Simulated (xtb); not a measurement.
B(H)(Et)(OMe) (C3H9BO), SMILES CCBOC. All values are semi-empirical tight-binding results from xtb (GFN2-xTB unless named), good for trends rather than for accurate numbers. Coordinates come from a GFN2-xTB optimisation. This is a generated structure with no PubChem entry under its InChIKey; it may be hypothetical. The values are those of a single conformer.

The orbital gap is 5.49 eV. The dipole moment is 2.00 D, the zero-point energy is 74.4 kcal/mol and the G − E(el) at 298.15 K (modified RRHO) comes out as 55.0 kcal/mol. The static polarisability (D4 model) comes out as 56.4 bohr³, the solvation energy, GFN2-xTB/ALPB(water) is -1.3 kcal/mol and the solvation energy, GFN2-xTB/ALPB(hexane) is -3.9 kcal/mol.

Computed IR lines (harmonic; lines under 4 % of the strongest left out, lines within 3 cm⁻¹ merged):
ν (cm⁻¹): 817 (m), 867 (w), 995 (w), 1075 (w), 1123 (m), 1151 (w), 1286 (m), 1349 (vs), 1412 (w), 2611 (s), 2926 (m), 2949 (m), 2962 (m), 2994 (w), 3012 (m), 3035 (m), 3040 (m) (against the strongest line: vs over 80 %, s over 45 %, m over 15 %, w over 4 %, vw less)
